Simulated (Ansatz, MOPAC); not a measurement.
Reaction (SMILES): N[Si](N)(N)O -> N[Si](N)([NH])O + H atom (the H-N bond breaks)

Wanted: bond dissociation energy (enthalpy at 298 K), in kcal/mol. Conventions: UHF or UKS for open shells; six Cartesian d functions in 6-31G* and its kin unless marked 5d; non-relativistic; no spin-orbit coupling; frozen cores in correlated levels; dispersion terms only where a functional's name holds one. Basis-set limits of correlation are two-point, X^-3; Hartree-Fock from the larger set. First-principles rows: single points at B3LYP-D3(BJ) geometries (Ansatz, a first-principles code), with unscaled harmonic terms from B3LYP/6-31G* (Ansatz) at its own minima. Semi-empirical rows: MOPAC heats of formation at their own minima for 298 K.

| species | coefficient | E at B3LYP/6-31G* (Ansatz), Eh | E at B3LYP/def2-TZVPD (Ansatz), Eh | H(298 K) - E, kcal/mol | heat of formation at AM1 (MOPAC), kcal/mol |
|---|---|---|---|---|---|
| N[Si](N)(N)O | -1 | -533.31183 | -533.49703 | 64.74 | -155.59 |
| [NH][Si](N)(N)O | +1 | -532.63299 | -532.81254 | 55.75 | -98.55 |
| H atom | +1 | -0.50027 | -0.50215 | 1.48 | 52.10 |

Coupled cluster (Ansatz) is a level with limits of its own, used here on species with T1 under 0.025 (0.045 for open shells) and stable references: CCSD(T)/CBS(cc-pV(T+d)Z,cc-pV(Q+d)Z). Value to compare with, CCSD(T)/CBS(cc-pV(T+d)Z,cc-pV(Q+d)Z) (Ansatz): 112.5 kcal/mol. 1 Eh = 627.5095 kcal/mol.

Question: Work the quantity out at each level, and compare with CCSD(T)/CBS(cc-pV(T+d)Z,cc-pV(Q+d)Z) (Ansatz).

Answer: 
- B3LYP/6-31G*: the sum of coefficient times E is 0.17857 Eh, or 112.05 kcal/mol; the thermal terms add -7.51. Result: 104.5 kcal/mol. Its difference against CCSD(T)/CBS(cc-pV(T+d)Z,cc-pV(Q+d)Z) (Ansatz) is -8.0 kcal/mol.
- B3LYP/def2-TZVPD: the sum of coefficient times E is 0.18234 Eh, or 114.42 kcal/mol; the thermal terms add -7.51. Result: 106.9 kcal/mol. Its difference against CCSD(T)/CBS(cc-pV(T+d)Z,cc-pV(Q+d)Z) (Ansatz) is -5.6 kcal/mol.
- AM1: the sum of coefficient times heat of formation is 109.14 kcal/mol; it needs no thermal term. Its difference against CCSD(T)/CBS(cc-pV(T+d)Z,cc-pV(Q+d)Z) (Ansatz) is -3.4 kcal/mol.
